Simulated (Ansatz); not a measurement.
Consider the hydrogenolysis of the Si–C bond: `C#C[SiH2]CO` + H₂ → `C#C[SiH3]` + CH₃OH.

Gas-phase electronic energies from Ansatz, PBE0-D4/def2-TZVP geometries. CCSD(T)/CBS adds triple-zeta CCSD(T) − MP2 to the extrapolated MP2 energy (def2 sets, frozen cores). This one scheme is used for every species. Functionals use def2-TZVPP. B3LYP here is the variant with VWN-RPA as its local correlation; programs differ in this. One conformer a species, not always the lowest.

```
             level  ΔE (kJ/mol)  difference from CCSD(T)/CBS
       LDA (SPW92)        -22.0                         10.0
          B3LYP-D4        -32.5                         -0.5
        r2SCAN0-D4        -32.2                         -0.2
          BHLYP-D4        -39.7                         -7.7
           ωB97M-V        -30.3                          1.7
            B2PLYP        -38.9                         -6.9
               PBE        -31.6                          0.4
              PBE0        -37.1                         -5.1
           r2SCANh        -31.6                          0.4
           r2SCAN0        -34.6                         -2.6
           LC-ωPBE        -37.8                         -5.8
CCSD(T)/def2-TZVPP        -34.6                         -2.6
    MP2/def2-QZVPP        -28.2                          3.8
      HF/CBS(def2)        -63.5                        -31.5
     MP2/CBS(def2)        -27.1                          4.9
    CCSD/CBS(def2)        -37.8                         -5.8
       CCSD(T)/CBS        -32.0                            0
```

Largest T1 diagnostic among the species: 0.013.

Leaving LDA and LC-ωPBE aside and taking each functional with its dispersion term where it has one, the values, not all of them listed here, spread over 19.4 kJ/mol, from BHLYP-D4 to revPBE-D4. LDA lies +9.6 kJ/mol from PBE without D4. In def2-TZVPP, CCSD(T) changes the Hartree–Fock value by +28.8 kJ/mol (the triples alone add +5.8 kJ/mol) and MP2 by +33.7 kJ/mol.
